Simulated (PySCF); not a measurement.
A structure optimised at PBE0-D3(BJ)/def2-SVP, used in a PySCF frequency run:

```xyz
14

Al     0.2449     0.1437     0.7485
C      0.2975    -0.8076     2.4522
H     -0.1217    -1.8234     2.3859
H     -0.2672    -0.2598     3.2259
H      1.3335    -0.8941     2.8222
C      0.8969     1.9697     0.4702
H      1.7002     2.0070    -0.2851
H      1.2995     2.4005     1.4010
H      0.0966     2.6408     0.1150
S     -0.6144    -0.9609    -0.9340
C     -0.5118     0.1972    -2.3427
H     -0.0549     1.1561    -2.0639
H     -1.5241     0.3850    -2.7259
H      0.0880    -0.2626    -3.1400
```

Task: Write its SMILES and formula.

Result: C[S][Al]([CH3])[CH3], C3H9AlS

Task: What are its rotational constants (standard atomic weights)?

Result: 4.0434, 1.9774, 1.3620 GHz
